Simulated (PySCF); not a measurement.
Bi(TeH)3 (BiH3Te3), SMILES [TeH][Bi]([TeH])[TeH].

Geometry optimised at B3LYP-D3(BJ)/def2-SVP. The structure was generated by enumeration; whether it is a known compound was not checked. The def2 effective core potentials stand for the cores of Bi, Te; spin–orbit coupling is left out.

Two levels are set side by side: PBE/def2-TZVP (PySCF) and HF/def2-TZVP (PySCF). Same geometry, gas phase. Differences are taken from unrounded values.

```tsv
quantity	HF
orbital gap (eV)	8.77
highest occupied level (eV)	-8.34
lowest empty level (eV)	0.43
dipole moment (D)	2.59
mean polarisability (bohr³)	180.4
```

Problem. What does PBE give, and how far is it from HF? (An estimate is asked for; the answer gives what the named calculation found.)

Solution. 
| quantity | PBE | PBE minus HF |
|---|---|---|
| orbital gap (eV) | 2.47 | -6.30 |
| highest occupied level (eV) | -5.36 | 2.98 |
| lowest empty level (eV) | -2.89 | -3.32 |
| dipole moment (D) | 2.06 | -0.53 |
| mean polarisability (bohr³) | 185.4 | 5.0 |

PBE's occupied levels lie high since its potential decays too fast outside the molecule; exact exchange lowers them and widens the gap. Differences between two approximate levels are no errors against the true value.

Rough cost on one machine, each run with all the roots and properties that it gave: HF against PBE about 1/2.
